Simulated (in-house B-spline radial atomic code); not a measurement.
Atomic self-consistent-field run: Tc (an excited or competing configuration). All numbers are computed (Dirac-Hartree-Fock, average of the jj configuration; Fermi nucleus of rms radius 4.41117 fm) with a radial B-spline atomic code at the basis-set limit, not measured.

In the input, a minus or plus after the letter marks the j = l - 1/2 or j = l + 1/2 subshell.

Command:
```bash
python run_scf.py task.json out
```
Settings (nuclear radius in fm, mass in u):
```
Z                43
configuration    1s2 2s2 2p6 3s2 3p6 3d10 4s2 4p6 4d-3 4d+1 5s2 5p-1
hamiltonian      dirac
method           hf
spin_polarised   False
nucleus          fermi
rms_radius       4.41117
atomic_mass      96.90636
speed_of_light   137.035999084
```

Output (hartree, bohr):
```
 radial grid: 78 intervals, B-splines of order 8, outer radius 50 bohr

 iter        energy (Eh)    residual
    1       -4277.478481    5.36e-01
    2       -4281.773719    2.02e-01
    3       -4283.705526    6.84e-02
    4       -4283.908544    2.95e-02
    5       -4283.937445    8.30e-03
    6       -4283.941679    2.46e-03
    7       -4283.941979    1.18e-03
    8       -4283.942047    2.65e-04
    9       -4283.942052    2.19e-05
   10       -4283.942052    3.11e-06
   11       -4283.942052    3.05e-07

 total energy                     -4283.94205
 kinetic                            4450.9814
 electron-nucleus                 -10347.9107
 electron-electron                  1612.9872

 first-order corrections (not in the total)
   Gaunt                             2.9237
   retardation                      -0.2910
   frequency dependence             -0.0192
   self-energy                       1.9651
   Uehling                          -0.2286
   Wichmann-Kroll                    0.0036
   recoil                            0.0170

 orbital      occ     eigenvalue          <r>       <r^2>       <1/r>     <1/r^3>       <r^4>       r_max    small
 1s1/2      2.000      -778.3676     0.034272  0.00158562     44.7105           -  6.5257e-06     0.02229  2.46e-02
 2s1/2      2.000      -114.0756     0.148946   0.0262209      10.228           -  0.00119068      0.1261  5.10e-03
 2p1/2      2.000      -104.8523     0.127192   0.0198645     10.1682           - 0.000796346     0.09825  5.07e-03
 2p3/2      4.000      -100.4665     0.131804   0.0212045     9.66373     2586.59 0.000895338      0.1021  4.90e-03
 3s1/2      2.000       -21.2824     0.412505    0.194835     3.52756           -   0.0584951      0.3712  1.38e-03
 3p1/2      2.000       -17.6847     0.407158    0.192844      3.4196           -   0.0603257      0.3591  1.32e-03
 3p3/2      4.000       -16.9199     0.417238    0.202281     3.30034      442.21   0.0661769      0.3683  1.28e-03
 3d3/2      4.000       -10.6081     0.395689    0.187541     3.10424     64.7466   0.0672947      0.3105  1.15e-03
 3d5/2      6.000       -10.4380     0.399498    0.190979     3.06976     61.4741   0.0694739      0.3135  1.14e-03
 4s1/2      2.000        -3.5027      1.05724     1.26274     1.28171           -     2.38904      0.9483  3.06e-04
 4p1/2      2.000        -2.3969       1.1524      1.5172     1.16186           -     3.63259       1.007  2.60e-04
 4p3/2      4.000        -2.1763      1.17589     1.57893     1.13276     62.1771     3.92356       1.028  2.52e-04
 4d3/2      3.000        -0.6271      1.58105     2.98478    0.836448     5.35515     17.0672       1.244  1.47e-04
 4d5/2      1.000        -0.5991      1.59016      3.0121    0.829625     5.07722     17.1366       1.255  1.45e-04
 5s1/2      2.000        -0.3251      3.22682     11.9005    0.393783           -     229.318       2.697  3.49e-05
 5p1/2      1.000        -0.1888      4.11827     19.5688      0.3063           -     643.108       3.357  2.13e-05
```

Time taken, with all properties: 1.3 s on 1 thread of Arm Neoverse V2, with other jobs on the host.

For the Dirac Hamiltonian the kinetic term is c α·p + (β - 1)c².
